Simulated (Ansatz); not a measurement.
Geometry optimisation, RKS PBE0/cc-pVDZ in Ansatz.

Input:

```yaml
crystal:
  periodic: [false, false, false]
  atoms:
    - { symbol: O, position_ang: [-1.4678, 1.2207, 0.0365] }
    - { symbol: B, position_ang: [-0.2327, 0.7592, 0.4934] }
    - { symbol: Si, position_ang: [0.6767, -0.5986, -0.533] }
    - { symbol: Cl, position_ang: [1.0479, -2.2861, 0.6747] }
    - { symbol: H, position_ang: [-2.1845, 0.6652, 0.4311] }
    - { symbol: H, position_ang: [0.2449, 1.2029, 1.488] }
    - { symbol: H, position_ang: [2.0483, -0.0811, -0.9319] }
    - { symbol: H, position_ang: [-0.0407, -0.9393, -1.7146] }
basis:
  gaussian: { orbitals: cc-pVDZ }
hamiltonian:
  xc: pbe0
relax:
  f_tol: 0.015
  max_steps: 40
output:
  orbitals: {}
```

Run as:

```bash
$ ansatz run input.yaml --threads 1 --pin off --max-ram 2048MiB --backend cpu --events-out ev --progress --plain --runs-dir out
```

**Question.** Where does it end, and by what steps?

**Answer.** The run converged. The force dipped under the threshold on the way, but the program's further checks kept it going. After 22 steps the energy has fallen by 0.988 eV; H5 moved furthest, 0.96 Å.

```tsv
step	energy less start (eV)	largest force component (eV/Å)	accepted
0	0.0000	2.109	yes
1	-0.1931	1.106	yes
2	-0.2458	0.605	yes
3	-0.2618	0.563	yes
4	-0.3560	1.829	yes
5	-0.5197	2.918	yes
6	-0.7944	1.589	yes
7	-0.9060	1.136	yes
8	-0.9469	0.402	yes
9	-0.9708	0.430	yes
10	-0.9769	0.128	yes
11	-0.9825	0.063	yes
12	-0.9722	0.264	no
13	-0.9839	0.027	yes
14	-0.9849	0.130	yes
15	-0.9858	0.099	yes
16	-0.9869	0.072	yes
17	-0.9871	0.102	yes
18	-0.9875	0.107	yes
19	-0.9879	0.045	yes
20	-0.9880	0.007	yes
21	-0.9880	0.012	yes
22	-0.9881	0.012	yes
```

```xyz
8
Properties=species:S:1:pos:R:3
O -1.555 1.040 -0.029
B -0.427 0.552 0.534
Si 0.760 -0.651 -0.594
Cl 1.423 -2.225 0.635
H -2.058 1.608 0.570
H -0.125 0.831 1.675
H 1.990 0.064 -1.071
H 0.083 -1.275 -1.776
```

Whether the end is a true minimum wasn't checked by a vibrational analysis.

Time of the run: 94 s on 1 thread of Arm Neoverse V1, on a shared host, peak memory 0.16 GiB.
